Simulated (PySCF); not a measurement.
**[Lu(NH2)2]+ at several levels of theory**

Computed with PySCF 2.14.0 (density fitting, no spin-orbit coupling) at the geometry relaxed with PBE0:

```xyz
7
[Lu(NH2)2]+ (singlet)
Lu    0.0000    0.0000   -0.2516
N     1.5819   -0.1622    0.9655
H     2.5719   -0.2650    0.7367
H     1.5210   -0.1578    1.9854
N    -1.5819    0.1622    0.9655
H    -2.5719    0.2650    0.7367
H    -1.5210    0.1578    1.9854
```

| level | basis | state | HOMO (eV) | gap (eV) | charge on Lu1 (e) | population of f-type functions on Lu1 (core shells left out) | dipole about the centre of mass (D) | largest force component (eV/Å) |
| --- | --- | --- | --- | --- | --- | --- | --- | --- |
| PBE0 | Lu def2-SVP with ECP28, N def2-SVP, H def2-SVP | singlet | -11.79 | 4.73 | 1.34 | 14.04 | 2.73 | 0.01 |
| wB97X | the same | singlet | -14.21 | 9.23 | 1.35 | 14.04 | 3.06 | 0.15 |
| PBE0 | Lu def2-TZVP with ECP28, N def2-TZVP, H def2-TZVP | singlet | -11.91 | 4.78 | 1.59 | 14.02 | 2.88 | 0.37 |

Charges are Mulliken's, which hang on the basis. The relaxation used the grid (50, 194), these runs (75, 302) or, all-electron (x2c bases, spin-free X2C Hamiltonian), (99, 590).

(1) What does HF with Lu def2-SVP with ECP28, N def2-SVP, H def2-SVP give here?

## Answers

(1) state singlet, HOMO (eV) -14.93, gap (eV) 10.02, charge on Lu1 (e) 1.66, population of f-type functions on Lu1 (core shells left out) 14.05, dipole about the centre of mass (D) 3.89, largest force component (eV/Å) 1.20. Time: 4.5 s on 2 threads of Intel(R) Xeon(R) 6975P-C (Granite Rapids), on a shared host, from an already converged density.
